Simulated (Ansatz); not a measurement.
This geometry of AlH4NO2 + H2 (10 atoms, charge 0, multiplicity 1) is a first-order saddle point.

Computed with Ansatz 0.2.0, RKS CAM-B3LYP-D4/def2-SVP.

```xyz
10
Properties=species:S:1:pos:R:3
Al -0.085 0.061 0.245
N -0.036 0.164 2.117
H -0.858 -0.040 2.684
H 0.811 -0.064 2.636
O 1.413 -0.443 -0.385
H 1.717 -0.390 -1.292
O -1.613 -0.272 -0.420
H -1.844 -0.952 -1.054
H -0.077 1.854 0.542
H -0.052 1.406 1.448
```

Question: Which two structures does it join? (They come from a converged band through this point; their orientation in space is the band's.)

Answer: Bonds broken: H9–H10. Bonds formed: Al1–H9, N2–H10. AlH4NO2 + H2 becomes AlH6NO2.

Initial state:

```xyz
10
Properties=species:S:1:pos:R:3
Al 0.046 -0.386 0.328
N -0.043 -0.349 2.089
H -0.882 -0.390 2.656
H 0.779 -0.311 2.682
O 1.589 -0.319 -0.366
H 1.769 -0.364 -1.306
O -1.300 -0.543 -0.689
H -2.223 -0.668 -0.465
H -0.192 2.542 0.479
H -0.168 2.111 1.111
```

Final state:

```xyz
10
Properties=species:S:1:pos:R:3
Al -0.112 0.422 0.011
N -0.008 0.299 2.018
H -0.795 -0.293 2.292
H 0.867 -0.190 2.216
O 1.419 -0.355 -0.214
H 1.896 -0.432 -1.042
O -1.549 -0.542 -0.062
H -2.076 -0.712 -0.844
H -0.230 1.957 -0.401
H -0.038 1.170 2.547
```

Question: How far does it lie above each of them?

Answer: 0.69 eV above the first and 1.46 eV above the second. This is the barrier of this one path; another mechanism may lie lower. The orbitals stay closed-shell, which can raise the energy where a bond breaks towards radicals; this wasn't checked here.

Run time: 2.7 min on 4 threads of Intel(R) Xeon(R) Platinum 8259CL CPU @ 2.50GHz (Skylake/Cascade Lake), with other jobs on the host, peak memory 0.23 GiB.
